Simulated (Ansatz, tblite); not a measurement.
Cost and result up the ladder for S-phenylthianthrenium trifluoroacetate (C20H13F3O2S2) (40 atoms). The state is a singlet with charge 0. Geometry: r2SCAN-D4/def2-SVP.

Ansatz on 2 threads of AMD EPYC 7R13 on a shared host and a share (18 GiB) of an NVIDIA H100 80GB HBM3; xTB runs through tblite on one thread. Times are rough, summed over both states, and most runs start from the orbitals of an earlier one. PBE0-D4/def2-TZVP serves as the yardstick here, not as an exact answer. The other state is a doublet.

The xTB rows come from tblite. Single mean-field runs in def2-TZVP are fitted with def2-universal-jkfit. HOMO above LUMO, or a gap near zero within one spin, warns that the state may not be the lowest or that an electron is smeared out. In the singlet geometry the species has come apart into loosely held pieces. In the doublet geometry the species has come apart into loosely held pieces.

Raw xTB energies of ions are shifted by several eV.

```tsv
level	functions	vertical IE (eV)	difference from PBE0-D4/def2-TZVP (eV)	remarks
GFN1-xTB	144	13.41	5.40	–
GFN2-xTB	131	12.48	4.48	–
PBE0-D4/def2-TZVP	927	8.00	0.00	–
PBE-D4/def2-TZVP (with forces)	927	7.47	-0.53	gap within one spin near zero (+1 doublet)
BLYP-D4/def2-TZVP (with forces)	927	7.39	-0.62	gap within one spin near zero (+1 doublet)
```

**Question.** Estimate how long each takes.

**Answer.** GFN2-xTB 0.2 s; GFN1-xTB 0.24 s; PBE-D4/def2-TZVP (with forces) 14 s; BLYP-D4/def2-TZVP (with forces) 15 s; PBE0-D4/def2-TZVP 16 s. On shared hardware such times vary by a factor of up to 3.
